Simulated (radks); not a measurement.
Species: the cobalt ion Co+. Configuration: [Ar] 3d7 4p1 (not the ground configuration).

Calculated with a radial shooting solver on a logarithmic mesh with Libxc functionals: scalar-relativistic Kohn-Sham, SCAN, spin-polarised, spherical densities, finite nucleus; open shells are filled with parallel spins first; meta-GGA in the generalised Kohn-Sham scheme; Fermi nuclear charge, rms radius 3.7875 fm.

Energy parts (hartree):
total: -1393.07768
kinetic: 1411.11824
electron-nucleus: -3327.72384
Hartree: 583.08336
exchange-correlation: -59.55544

Orbitals (lengths in bohr, moments of r in powers of bohr):
\begin{tabular}{lrrr}
orbital & occ. & eigenvalue (hartree) & <r^4> \\ \hline
1s up & 1 & -280.3557 & 0.00004653 \\
1s down & 1 & -280.3545 & 0.00004653 \\
2s up & 1 & -33.80773 & 0.01033 \\
2s down & 1 & -33.72819 & 0.01025 \\
2p up & 3 & -28.94086 & 0.007873 \\
2p down & 3 & -28.88078 & 0.007796 \\
3s up & 1 & -4.34541 & 0.7657 \\
3s down & 1 & -4.18606 & 0.7803 \\
3p up & 3 & -2.93720 & 1.067 \\
3p down & 3 & -2.77892 & 1.100 \\
3d up & 5 & -0.73878 & 4.988 \\
3d down & 2 & -0.58777 & 6.179 \\
4p up & 1 & -0.32148 & 235.0 \\
\end{tabular}

The highest occupied level is 4p up at -8.748 eV. The electron density at the nucleus is 1.735e+04 e/bohr^3 (large components only).

Empty levels of this run are not shown, since the potential may be unsettled where no density lies.
